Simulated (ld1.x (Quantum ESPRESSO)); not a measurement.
## sulfur (S): one change to a TM potential, before and after

S (Z = 16), norm-conserving Troullier–Martins (Kleinman–Bylander form), made with ld1.x (Quantum ESPRESSO) 7.5 (PBEsol, non-relativistic). Core [Ne], reference 3s2 3p2 (charge +2). Waves: 3s (bound): rc 1.05 bohr; 3p (bound): rc 1.60 bohr; 3d channel at 0.45 Ry: rc 1.65 bohr. Local part: all-electron potential smoothed inside 1.60 bohr (lloc = -1). Core correction: a·sin(br)/r model core, default radius (core density twice the valence density).

All-electron outer shells of the reference configuration (PBEsol, non-relativistic, ld1.x):

```json
{"shell": "3s", "level (eV)": "-39.18", "outermost node (bohr)": "0.60", "outermost maximum (bohr)": "1.37"}
{"shell": "3p", "level (eV)": "-27.94", "outermost node (bohr)": "0.58", "outermost maximum (bohr)": "1.50"}
```

Change: scalar-relativistic.

Cutoffs: the cutoffs (Ry, on a coarse ladder) from which the occupation-weighted sum of valence levels, in a spherical-Bessel basis at the reference potential, stays within 10 and 1 mRy of its value at 400 Ry; they do not see the model core or the augmentation charge, which bear on the density cutoff. Errors are all-electron minus pseudo energies relative to the spin-unpolarised reference configuration.

Question: How do hardness, ghosts and transferability respond?

Answer: The potential gets neither clearly harder nor softer (100 Ry and 200 Ry → 100 Ry and 200 Ry); of the 7 tests that both files solve, the error grows in 2 and shrinks in 0 by more than 15 % and 0.3 meV (median size 25.3 → 22.9 meV); neither file shows a bound ghost.

```tsv
quantity	base	changed
cutoff, loose	100 Ry	100 Ry
cutoff, tight	200 Ry	200 Ry
bound ghosts	none	none
error for 3s2 3p4, meV [ΔE -34.00 → -33.97 eV]	+35	+37
error for 3s2 3p3, meV [ΔE -22.25 → -22.24 eV]	+13	+15
error for 3s2 3p1, meV [ΔE 34.01 → 34.00 eV]	+25	+23
error for 3s2 3p0, meV [ΔE 80.77 → 80.76 eV]	+131	+125
error for 3s1 3p4, meV [ΔE -11.54 → -11.39 eV]	+8.4	+9.7
error for 3s1 3p5, meV [ΔE -23.85 → -23.69 eV]	+26	+28
error for 3s0 3p6, meV [ΔE -13.58 → -13.30 eV]	+15	+16
s: phases at 1.79 bohr within 0.05 rad from the reference energy up to (Ry; the scan ends near 5)	1.0	1.0
p: phases at 1.79 bohr within 0.05 rad from the reference energy up to (Ry; the scan ends near 5)	3.6	3.6
d: phases at 1.79 bohr within 0.05 rad from the reference energy up to (Ry; the scan ends near 5)	to the end of the scan	to the end of the scan
```
